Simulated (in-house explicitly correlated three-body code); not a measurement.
Computed with an exponentially correlated three-body code. Model: two electrons around a point charge, non-relativistic, variational in 260 exponentially correlated functions (energies converged to about 1e-7 hartree, or 1e-8 relative for large Z).

For two electrons in a singlet the Kohn-Sham orbital is the square root of half the density, so the exact Kohn-Sham potential and energy parts follow from the density alone, and exchange is minus half the Hartree energy. The Kohn-Sham level equals minus the binding energy of the second electron.

Command:
```bash
python run_hyl.py task.json out
```
Settings (lengths in bohr, energies in hartree):
```
Z                      2.28
interaction_strength   1
functions              260
states_tried           13
```

Time taken, with all properties: 32 s on 1 thread of Intel(R) Xeon(R) Platinum 8375C CPU @ 2.90GHz (Ice Lake), on a shared host.

**Those bound S and P states to n = 4 that converged, binding against the one-electron ion.**

Given: nuclear charge 2.28.

Computed: one-electron threshold -2.5992 hartree.

| term | energy (hartree) | binding (eV) | quantum defect |
| --- | --- | --- | --- |
| 1 1S | -3.92754066 | 36.146 | 0.21469 |
| 2 3S | -2.87097364 | 7.3953 | 0.26383 |
| 2 1S | -2.83070925 | 6.2997 | 0.1189 |
| 2 3P | -2.81711096 | 5.9297 | 0.0611 |
| 2 1P | -2.80164475 | 5.5088 | -0.0116 |
| 3 3S | -2.70795632 | 2.9594 | 0.25547 |
| 3 1S | -2.69758313 | 2.6771 | 0.11441 |
| 3 3P | ? | ? | ? |
| 3 1P | -2.68944102 | 2.4556 | -0.012957 |
| 4 3S | -2.65754755 | 1.5877 | 0.253 |
| 4 1S | -2.65342379 | 1.4755 | 0.11313 |
| 4 3P | ? | ? | ? |
| 4 1P | -2.65006182 | 1.384 | -0.013276 |

(1) What belongs in the row 3 3P?

(2) What belongs in the row 4 3P?

**Converged states only, values per electron or pair.**

```json
{"term": "1 1S", "mean r (bohr)": "0.79118", "mean r squared (bohr²)": "0.85929", "mean inverse r (1/bohr)": "1.9682", "mean r12 (bohr)": "1.2033", "mean inverse r12 (1/bohr)": "1.1198", "mean cosine": "-0.05678", "mean p1 dot p2 (bohr⁻²)": "0.19517", "delta r1 (bohr⁻³)": "2.7977", "delta r12 (bohr⁻³)": "0.18318"}
{"term": "2 3S", "mean r (bohr)": "2.1225", "mean r squared (bohr²)": "7.8071", "mean inverse r (1/bohr)": "1.3301", "mean r12 (bohr)": "3.6767", "mean inverse r12 (1/bohr)": "0.32329", "mean cosine": "-0.014975", "mean p1 dot p2 (bohr⁻²)": "0.010198", "delta r1 (bohr⁻³)": "1.9725", "delta r12 (bohr⁻³)": "-"}
{"term": "2 1S", "mean r (bohr)": "?", "mean r squared (bohr²)": "?", "mean inverse r (1/bohr)": "?", "mean r12 (bohr)": "?", "mean inverse r12 (1/bohr)": "?", "mean cosine": "?", "mean p1 dot p2 (bohr⁻²)": "?", "delta r1 (bohr⁻³)": "?", "delta r12 (bohr⁻³)": "?"}
{"term": "2 3P", "mean r (bohr)": "2.1309", "mean r squared (bohr²)": "8.1621", "mean inverse r (1/bohr)": "1.3093", "mean r12 (bohr)": "3.7055", "mean inverse r12 (1/bohr)": "0.33637", "mean cosine": "-0.043682", "mean p1 dot p2 (bohr⁻²)": "-0.1152", "delta r1 (bohr⁻³)": "1.8616", "delta r12 (bohr⁻³)": "-"}
{"term": "2 1P", "mean r (bohr)": "2.3145", "mean r squared (bohr²)": "9.7261", "mean inverse r (1/bohr)": "1.2976", "mean r12 (bohr)": "4.033", "mean inverse r12 (1/bohr)": "0.31362", "mean cosine": "-0.0006978", "mean p1 dot p2 (bohr⁻²)": "0.086509", "delta r1 (bohr⁻³)": "1.889", "delta r12 (bohr⁻³)": "0.0018913"}
{"term": "3 3S", "mean r (bohr)": "?", "mean r squared (bohr²)": "?", "mean inverse r (1/bohr)": "?", "mean r12 (bohr)": "?", "mean inverse r12 (1/bohr)": "?", "mean cosine": "?", "mean p1 dot p2 (bohr⁻²)": "?", "delta r1 (bohr⁻³)": "?", "delta r12 (bohr⁻³)": "-"}
{"term": "3 1S", "mean r (bohr)": "5.2179", "mean r squared (bohr²)": "54.569", "mean inverse r (1/bohr)": "1.214", "mean r12 (bohr)": "9.8075", "mean inverse r12 (1/bohr)": "0.14081", "mean cosine": "-0.0045402", "mean p1 dot p2 (bohr⁻²)": "0.0036394", "delta r1 (bohr⁻³)": "1.9052", "delta r12 (bohr⁻³)": "0.0050095"}
{"term": "3 3P", "mean r (bohr)": "4.9845", "mean r squared (bohr²)": "50.366", "mean inverse r (1/bohr)": "1.2139", "mean r12 (bohr)": "9.3495", "mean inverse r12 (1/bohr)": "0.14677", "mean cosine": "-0.012148", "mean p1 dot p2 (bohr⁻²)": "-0.031511", "delta r1 (bohr⁻³)": "1.8795", "delta r12 (bohr⁻³)": "-"}
{"term": "3 1P", "mean r (bohr)": "5.2599", "mean r squared (bohr²)": "56.267", "mean inverse r (1/bohr)": "1.2104", "mean r12 (bohr)": "9.8893", "mean inverse r12 (1/bohr)": "0.14043", "mean cosine": "-1.3264e-05", "mean p1 dot p2 (bohr⁻²)": "0.026708", "delta r1 (bohr⁻³)": "1.8872", "delta r12 (bohr⁻³)": "0.00064707"}
{"term": "4 3S", "mean r (bohr)": "8.5677", "mean r squared (bohr²)": "153.05", "mean inverse r (1/bohr)": "1.1834", "mean r12 (bohr)": "16.496", "mean inverse r12 (1/bohr)": "0.081235", "mean cosine": "-0.0016888", "mean p1 dot p2 (bohr⁻²)": "0.0010642", "delta r1 (bohr⁻³)": "1.8951", "delta r12 (bohr⁻³)": "-"}
{"term": "4 1S", "mean r (bohr)": "9.1881", "mean r squared (bohr²)": "176.87", "mean inverse r (1/bohr)": "1.1812", "mean r12 (bohr)": "17.735", "mean inverse r12 (1/bohr)": "0.07953", "mean cosine": "-0.0019061", "mean p1 dot p2 (bohr⁻²)": "0.001498", "delta r1 (bohr⁻³)": "1.894", "delta r12 (bohr⁻³)": "0.0020704"}
{"term": "4 3P", "mean r (bohr)": "9.0098", "mean r squared (bohr²)": "171.42", "mean inverse r (1/bohr)": "1.1812", "mean r12 (bohr)": "17.382", "mean inverse r12 (1/bohr)": "0.081873", "mean cosine": "-0.0049751", "mean p1 dot p2 (bohr⁻²)": "-0.012806", "delta r1 (bohr⁻³)": "1.8835", "delta r12 (bohr⁻³)": "-"}
{"term": "4 1P", "mean r (bohr)": "9.3772", "mean r squared (bohr²)": "185.95", "mean inverse r (1/bohr)": "1.1797", "mean r12 (bohr)": "18.112", "mean inverse r12 (1/bohr)": "0.079264", "mean cosine": "1.4205e-05", "mean p1 dot p2 (bohr⁻²)": "0.011393", "delta r1 (bohr⁻³)": "1.8867", "delta r12 (bohr⁻³)": "0.000286"}
```

(3) What belongs in the row 2 1S?

(4) What belongs in the row 3 3S?

**Electric-dipole lines between converged S and P states, rate of the upper state's decay.**

```json
{"s state": "1 1S", "p state": "2 1P", "p minus s (eV)": "30.637", "oscillator strength from s": "0.34053", "rate (1/s)": "4.6232e+09"}
{"s state": "1 1S", "p state": "3 1P", "p minus s (eV)": "33.69", "oscillator strength from s": "0.087596", "rate (1/s)": "1.4381e+09"}
{"s state": "1 1S", "p state": "4 1P", "p minus s (eV)": "34.762", "oscillator strength from s": "0.035246", "rate (1/s)": "6.1604e+08"}
{"s state": "2 1S", "p state": "2 1P", "p minus s (eV)": "0.79089", "oscillator strength from s": "0.30952", "rate (1/s)": "2.8003e+06"}
{"s state": "2 1S", "p state": "3 1P", "p minus s (eV)": "3.8441", "oscillator strength from s": "0.1913", "rate (1/s)": "4.0888e+07"}
{"s state": "2 1S", "p state": "4 1P", "p minus s (eV)": "4.9157", "oscillator strength from s": "0.058643", "rate (1/s)": "2.0496e+07"}
{"s state": "3 1S", "p state": "2 1P", "p minus s (eV)": "-2.8317", "oscillator strength from s": "-0.12338", "rate (1/s)": "4.2926e+07"}
{"s state": "3 1S", "p state": "3 1P", "p minus s (eV)": "0.22156", "oscillator strength from s": "0.51962", "rate (1/s)": "368930"}
{"s state": "3 1S", "p state": "4 1P", "p minus s (eV)": "?", "oscillator strength from s": "?", "rate (1/s)": "?"}
{"s state": "4 1S", "p state": "2 1P", "p minus s (eV)": "-4.0333", "oscillator strength from s": "-0.022954", "rate (1/s)": "1.6203e+07"}
{"s state": "4 1S", "p state": "3 1P", "p minus s (eV)": "-0.98008", "oscillator strength from s": "-0.26339", "rate (1/s)": "1.0978e+07"}
{"s state": "4 1S", "p state": "4 1P", "p minus s (eV)": "0.091484", "oscillator strength from s": "0.71442", "rate (1/s)": "86483"}
{"s state": "2 3S", "p state": "2 3P", "p minus s (eV)": "1.4657", "oscillator strength from s": "0.44792", "rate (1/s)": "1.3918e+07"}
{"s state": "2 3S", "p state": "3 3P", "p minus s (eV)": "4.8098", "oscillator strength from s": "0.1065", "rate (1/s)": "3.5637e+07"}
{"s state": "2 3S", "p state": "4 3P", "p minus s (eV)": "5.9561", "oscillator strength from s": "0.037717", "rate (1/s)": "1.9353e+07"}
{"s state": "3 3S", "p state": "2 3P", "p minus s (eV)": "-2.9702", "oscillator strength from s": "-0.16827", "rate (1/s)": "6.4417e+07"}
{"s state": "3 3S", "p state": "3 3P", "p minus s (eV)": "?", "oscillator strength from s": "?", "rate (1/s)": "?"}
{"s state": "3 3S", "p state": "4 3P", "p minus s (eV)": "1.5202", "oscillator strength from s": "0.095102", "rate (1/s)": "3.1789e+06"}
{"s state": "4 3S", "p state": "2 3P", "p minus s (eV)": "-4.3419", "oscillator strength from s": "-0.027774", "rate (1/s)": "2.272e+07"}
{"s state": "4 3S", "p state": "3 3P", "p minus s (eV)": "-0.99777", "oscillator strength from s": "-0.35676", "rate (1/s)": "1.5412e+07"}
{"s state": "4 3S", "p state": "4 3P", "p minus s (eV)": "0.1485", "oscillator strength from s": "1.0161", "rate (1/s)": "324090"}
```

(5) What belongs in the row 3 1S 4 1P?

(6) What belongs in the row 3 3S 3 3P?

**Density and exact potentials over r, pair density (one pair, times 4 pi r12^2) and exact minus Kohn-Sham pair density over r12.**

```json
{"radius (bohr)": "0.0966", "radial density (electrons/bohr)": "0.42416", "exchange potential (hartree)": "-1.924", "intracule density (1/bohr)": "0.022863", "Coulomb hole against Kohn-Sham (1/bohr)": "-0.01167", "correlation potential (hartree)": "-0.044"}
{"radius (bohr)": "0.113", "radial density (electrons/bohr)": "0.53945", "exchange potential (hartree)": "-1.9099", "intracule density (1/bohr)": "0.031419", "Coulomb hole against Kohn-Sham (1/bohr)": "-0.01539", "correlation potential (hartree)": "-0.04"}
{"radius (bohr)": "0.132", "radial density (electrons/bohr)": "0.6765", "exchange potential (hartree)": "-1.8918", "intracule density (1/bohr)": "0.042993", "Coulomb hole against Kohn-Sham (1/bohr)": "-0.02006", "correlation potential (hartree)": "-0.035"}
{"radius (bohr)": "0.154", "radial density (electrons/bohr)": "0.8354", "exchange potential (hartree)": "-1.8689", "intracule density (1/bohr)": "0.058549", "Coulomb hole against Kohn-Sham (1/bohr)": "-0.02581", "correlation potential (hartree)": "-0.03"}
{"radius (bohr)": "0.18", "radial density (electrons/bohr)": "1.0179", "exchange potential (hartree)": "-1.8396", "intracule density (1/bohr)": "0.079753", "Coulomb hole against Kohn-Sham (1/bohr)": "-0.03287", "correlation potential (hartree)": "-0.023"}
{"radius (bohr)": "0.21", "radial density (electrons/bohr)": "1.2153", "exchange potential (hartree)": "-1.8035", "intracule density (1/bohr)": "0.1077", "Coulomb hole against Kohn-Sham (1/bohr)": "-0.04102", "correlation potential (hartree)": "-0.016"}
{"radius (bohr)": "0.245", "radial density (electrons/bohr)": "1.4211", "exchange potential (hartree)": "-1.7592", "intracule density (1/bohr)": "0.14442", "Coulomb hole against Kohn-Sham (1/bohr)": "-0.05011", "correlation potential (hartree)": "-0.008"}
{"radius (bohr)": "0.286", "radial density (electrons/bohr)": "1.6237", "exchange potential (hartree)": "-1.7053", "intracule density (1/bohr)": "0.19202", "Coulomb hole against Kohn-Sham (1/bohr)": "-0.05957", "correlation potential (hartree)": "0"}
{"radius (bohr)": "0.334", "radial density (electrons/bohr)": "1.8055", "exchange potential (hartree)": "-1.6409", "intracule density (1/bohr)": "0.2522", "Coulomb hole against Kohn-Sham (1/bohr)": "-0.06833", "correlation potential (hartree)": "0.009"}
{"radius (bohr)": "0.39", "radial density (electrons/bohr)": "?", "exchange potential (hartree)": "?", "intracule density (1/bohr)": "?", "Coulomb hole against Kohn-Sham (1/bohr)": "?", "correlation potential (hartree)": "?"}
{"radius (bohr)": "0.455", "radial density (electrons/bohr)": "2.0227", "exchange potential (hartree)": "-1.4803", "intracule density (1/bohr)": "0.41053", "Coulomb hole against Kohn-Sham (1/bohr)": "-0.07674", "correlation potential (hartree)": "0.022"}
{"radius (bohr)": "0.531", "radial density (electrons/bohr)": "2.0201", "exchange potential (hartree)": "-1.3846", "intracule density (1/bohr)": "0.50368", "Coulomb hole against Kohn-Sham (1/bohr)": "-0.07217", "correlation potential (hartree)": "0.026"}
{"radius (bohr)": "0.621", "radial density (electrons/bohr)": "1.9255", "exchange potential (hartree)": "-1.279", "intracule density (1/bohr)": "0.59786", "Coulomb hole against Kohn-Sham (1/bohr)": "-0.05923", "correlation potential (hartree)": "0.028"}
{"radius (bohr)": "0.725", "radial density (electrons/bohr)": "1.7421", "exchange potential (hartree)": "-1.1681", "intracule density (1/bohr)": "0.67775", "Coulomb hole against Kohn-Sham (1/bohr)": "-0.03826", "correlation potential (hartree)": "0.027"}
{"radius (bohr)": "0.846", "radial density (electrons/bohr)": "1.4859", "exchange potential (hartree)": "-1.0543", "intracule density (1/bohr)": "0.72792", "Coulomb hole against Kohn-Sham (1/bohr)": "-0.01188", "correlation potential (hartree)": "0.023"}
{"radius (bohr)": "0.988", "radial density (electrons/bohr)": "1.1827", "exchange potential (hartree)": "-0.93983", "intracule density (1/bohr)": "0.73244", "Coulomb hole against Kohn-Sham (1/bohr)": "0.01478", "correlation potential (hartree)": "0.018"}
{"radius (bohr)": "1.15", "radial density (electrons/bohr)": "0.87674", "exchange potential (hartree)": "-0.83102", "intracule density (1/bohr)": "0.6825", "Coulomb hole against Kohn-Sham (1/bohr)": "0.03453", "correlation potential (hartree)": "0.013"}
{"radius (bohr)": "1.35", "radial density (electrons/bohr)": "0.58151", "exchange potential (hartree)": "-0.72263", "intracule density (1/bohr)": "0.57389", "Coulomb hole against Kohn-Sham (1/bohr)": "0.04313", "correlation potential (hartree)": "0.009"}
{"radius (bohr)": "1.57", "radial density (electrons/bohr)": "?", "exchange potential (hartree)": "?", "intracule density (1/bohr)": "?", "Coulomb hole against Kohn-Sham (1/bohr)": "?", "correlation potential (hartree)": "?"}
{"radius (bohr)": "1.84", "radial density (electrons/bohr)": "0.18797", "exchange potential (hartree)": "-0.54045", "intracule density (1/bohr)": "0.28568", "Coulomb hole against Kohn-Sham (1/bohr)": "0.02627", "correlation potential (hartree)": "0.003"}
{"radius (bohr)": "2.14", "radial density (electrons/bohr)": "0.08894", "exchange potential (hartree)": "-0.46625", "intracule density (1/bohr)": "0.1637", "Coulomb hole against Kohn-Sham (1/bohr)": "0.01317", "correlation potential (hartree)": "0.001"}
{"radius (bohr)": "2.5", "radial density (electrons/bohr)": "0.034878", "exchange potential (hartree)": "-0.39971", "intracule density (1/bohr)": "0.076842", "Coulomb hole against Kohn-Sham (1/bohr)": "0.003891", "correlation potential (hartree)": "0.001"}
```

(7) What belongs in the row 0.39?

(8) What belongs in the row 1.57?

## Answers

(1) energy (hartree): -2.69421505; binding (eV): 2.5855; quantum defect: 0.063711.

(2) energy (hartree): -2.65209045; binding (eV): 1.4392; quantum defect: 0.064442.

(3) mean r (bohr): 2.4213; mean r squared (bohr²): 10.481; mean inverse r (1/bohr): 1.3101; mean r12 (bohr): 4.2532; mean inverse r12 (1/bohr): 0.31261; mean cosine: -0.015052; mean p1 dot p2 (bohr⁻²): 0.012882; delta r1 (bohr⁻³): 1.9544; delta r12 (bohr⁻³): 0.017478.

(4) mean r (bohr): 4.7592; mean r squared (bohr²): 44.901; mean inverse r (1/bohr): 1.2194; mean r12 (bohr): 8.8955; mean inverse r12 (1/bohr): 0.14458; mean cosine: -0.0041789; mean p1 dot p2 (bohr⁻²): 0.0026796; delta r1 (bohr⁻³): 1.9086.

(5) p minus s (eV): 1.2931; oscillator strength from s: 0.189; rate (1/s): 4.5711e+06.

(6) p minus s (eV): 0.37392; oscillator strength from s: 0.74296; rate (1/s): 1.5025e+06.

(7) radial density (electrons/bohr): 1.9455; exchange potential (hartree): -1.5658; intracule density (1/bohr): 0.32555; Coulomb hole against Kohn-Sham (1/bohr): -0.07475; correlation potential (hartree): 0.016.

(8) radial density (electrons/bohr): 0.35645; exchange potential (hartree): -0.6289; intracule density (1/bohr): 0.4366; Coulomb hole against Kohn-Sham (1/bohr): 0.03893; correlation potential (hartree): 0.005.
